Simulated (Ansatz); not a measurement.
## A geometry optimisation of AlGe2H5 with r2SCAN-D4/def2-SVP

The starting geometry of this gas-phase singlet was optimised with GFN2-xTB.

```tsv
atom	x (Å)	y (Å)	z (Å)
Al	-0.4530	0.3474	1.1532
Ge	-0.7086	-1.6111	-0.2155
Ge	-1.1452	1.9271	-1.0206
H	-1.8769	1.6098	0.4853
H	-0.2243	1.1735	2.4656
H	0.2470	1.6322	-0.0349
H	0.8237	-1.1058	-0.5215
H	-1.1623	0.1422	-1.1368
```

Predict what becomes of its bonds when it is optimised with r2SCAN-D4/def2-SVP.

New bonds form, giving a structure with H4 bridging Al1 and Ge3, H6 bridging Al1 and Ge3, H8 bridging Ge3 and Ge2, given below by its coordinates. Contacts that close: Al1–Ge3 (2.77 → 2.65 Å), Ge2–H8 (2.03 → 1.77 Å).

The energy falls by 0.39 eV over 9 steps:

```csv
step,E − E(last) (eV)
1,0.392
2,0.076
3,0.032
4,0.006
5,0.002
6,0.001
7,0.000
8,0.000
9,0.000
```

Final geometry (Å):

```xyz
8

Al   -0.4575    0.4823    1.2876
Ge   -0.7658   -1.3839   -0.2974
Ge   -1.0912    1.7261   -0.9686
H    -1.8666    1.5133    0.4871
H    -0.1951    1.2540    2.6515
H     0.2530    1.7060    0.0002
H     0.7797   -1.1791   -0.6447
H    -1.1562   -0.0033   -1.3408
```

No frequencies were run, so the end isn't proven a minimum. Run with Ansatz 0.2.0, 14 s on 2 threads of Intel(R) Xeon(R) 6975P-C (Granite Rapids), on a shared host.
